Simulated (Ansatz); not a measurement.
(1) Predict a relaxed structure of W(NH)2F2 (WN2F2H2), charge 0, singlet, at PBE-D4/def2-SVP (Ansatz).

## Answers

(1) 
Cartesian coordinates in Å:
```
W -0.368 -0.167 0.385
N 1.134 0.684 0.715
H 2.015 1.145 0.469
N -0.530 -0.409 -1.348
H -0.242 -0.338 -2.328
F -1.782 0.961 0.928
F -0.228 -1.877 1.178
```
Point group C2v (tolerance 0.1 Å). The metal has 4 neighbours: N 1.76 Å, N 1.76 Å, F 1.89 Å, F 1.89 Å. This is one stationary point.

In the def2 sets W takes a core potential; there is no spin–orbit coupling.
